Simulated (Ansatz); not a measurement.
Basis-set series for CH8BFSi2 (`BC([SiH3])[SiH2]F`). Charge 0, multiplicity 1. The geometry is a stationary point of PBE0-D4/def2-TZVP. It is one conformer, not always the lowest.

| functional | basis | functions | energy (Eh) | HOMO (eV) | LUMO (eV) |
| --- | --- | --- | --- | --- | --- |
| PBE0-D4 | def2-TZVPP | 289 | -746.31057 | -8.79 | -1.57 |
| PBE0-D4 | def2-QZVPP | 551 | -746.34037 | -8.79 | -1.59 |
| ωB97M-V | def2-TZVPP | 289 | -746.61953 | -11.02 | 0.31 |
| ωB97M-V | def2-QZVPP | 551 | -746.64707 | -11.02 | 0.22 |

Give the rows for def2-SVP. (An estimate is asked.)

Computed: 
```
functional     basis  functions  energy (Eh)  HOMO (eV)  LUMO (eV)
   PBE0-D4  def2-SVP        118   -745.90247      -8.77      -1.48
   ωB97M-V  def2-SVP        118   -746.20158     -10.96       0.53
```

Positive LUMOs are unbound and depend on the basis.
